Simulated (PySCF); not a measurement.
Species: Si(OEt)4, C8H20O4Si.
Cartesian coordinates in Å at the PBE0-D3(BJ)/def2-SVP level; atoms count from 1:
```
atom  x, y, z in Å
Si1    0.0182   -0.0096   -0.0692
O2     0.0890    0.0492    1.5712
C3     0.8695    0.9403    2.3380
C4     1.2542    0.2843    3.6431
H5     1.7714    1.2362    1.7740
H6     0.2876    1.8603    2.5306
H7     1.8349    0.9773    4.2707
H8     0.3565   -0.0217    4.2010
H9     1.8649   -0.6127    3.4595
O10    1.5413    0.2814   -0.6121
C11    1.8934    0.5893   -1.9433
C12    3.2551    1.2416   -1.9646
H13    1.9037   -0.3373   -2.5465
H14    1.1360    1.2586   -2.3884
H15    3.5618    1.4696   -2.9967
H16    3.2424    2.1800   -1.3901
H17    4.0087    0.5771   -1.5159
O18   -0.9474    1.1153   -0.7784
C19   -2.3574    1.0884   -0.7974
C20   -2.8630    1.9517   -1.9285
H21   -2.7145    0.0496   -0.9141
H22   -2.7468    1.4592    0.1690
H23   -3.9634    1.9630   -1.9481
H24   -2.5057    2.9861   -1.8138
H25   -2.5010    1.5709   -2.8954
O26   -0.6082   -1.4770   -0.4567
C27   -0.3904   -2.6908    0.2281
C28   -1.7042   -3.4073    0.4374
H29    0.2962   -3.3167   -0.3696
H30    0.0981   -2.5005    1.1998
H31   -1.5444   -4.3802    0.9270
H32   -2.3746   -2.8060    1.0700
H33   -2.2063   -3.5814   -0.5262
```

The closed-shell ground state was solved at several levels (PySCF, density fitting, gas phase, non-relativistic).

```tsv
level	basis functions	HOMO (eV)	LUMO (eV)	gap (eV)	dipole (D)
PBE0/pcSseg-1	328	-7.92	1.33	9.25	0.13
KT2/pcSseg-1	328	-6.49	0.21	6.70	0.12
```

Problem. What might wB97X-D/def2-SVPD (436 basis functions) give for the same quantities?

Solution. HOMO -9.89 eV, LUMO 2.17 eV, gap 12.06 eV, dipole 0.13 D.

Problem. Over all these levels, which gives the widest orbital gap and which the narrowest?

Solution. wB97X-D/def2-SVPD (range-separated hybrid) has the widest, 12.06 eV, and KT2/pcSseg-1 (GGA) the narrowest, 6.70 eV. Functional and basis both differ between the two, so the spread mixes both effects.

Problem. How far do the dipole and the HOMO energy spread over the levels?

Solution. The dipole runs from 0.12 to 0.13 D (mean 0.13 D) and the HOMO from -9.89 to -6.49 eV.

One conformer stands for the species.
